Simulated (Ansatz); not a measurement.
Reaction (formal hydrolysis of the Al–C bond): `O[CH2][AlH][Cl]` + H₂O → `[OH][AlH][Cl]` + CH₃OH

Gas-phase electronic energies from Ansatz, PBE0-D4/def2-TZVP geometries. CBS: MP2 limit from def2 TZ/QZ plus the TZ coupled-cluster correction, frozen cores. This one scheme is used for every species. Functionals use def2-TZVPP. Each species was taken in one conformer, which may not be the lowest.

Q: Is it downhill or uphill in electronic energy at CCSD(T)/CBS, and by how much? (An estimate is asked.)

A: The calculation gave: Downhill: ΔE = -161.5 kJ/mol.

Q: What do these levels give: PBE-D4, revPBE-D4, BLYP-D4, r2SCANh-D4, ωB97X-V, B2PLYP, revPBE, BLYP, r2SCAN0, BHLYP, HF/def2-SVP, CCSD/def2-TZVPP? (An estimate is asked.)

A: Ansatz gave: PBE-D4 -149.1, revPBE-D4 -147.9, BLYP-D4 -159.4, r2SCANh-D4 -164.3, ωB97X-V -162.8, B2PLYP -170.2, revPBE -153.8, BLYP -165.7, r2SCAN0 -166.1, BHLYP -174.8, HF/def2-SVP -184.3, CCSD/def2-TZVPP -168.3 kJ/mol.

Largest T1 diagnostic among the species: 0.011.

Leaving LDA and LC-ωPBE aside and taking each functional with its dispersion term where it has one, the values, not all of them listed here, spread over 22.3 kJ/mol, from BHLYP-D4 to revPBE-D4. LDA lies +4.3 kJ/mol from PBE without D4. From BLYP to BHLYP (50 % exact exchange), in def2-TZVPP and without D4, ΔE moves by −9.1 kJ/mol. The D4 term adds +5.1 kJ/mol with B3LYP and +2.8 kJ/mol with PBE0; it sums over pairs of atoms, weighted by their polarisabilities, and B3LYP, whose exchange is more repulsive, gets the larger term.

B3LYP here is the variant with VWN-RPA as its local correlation; programs differ in this.
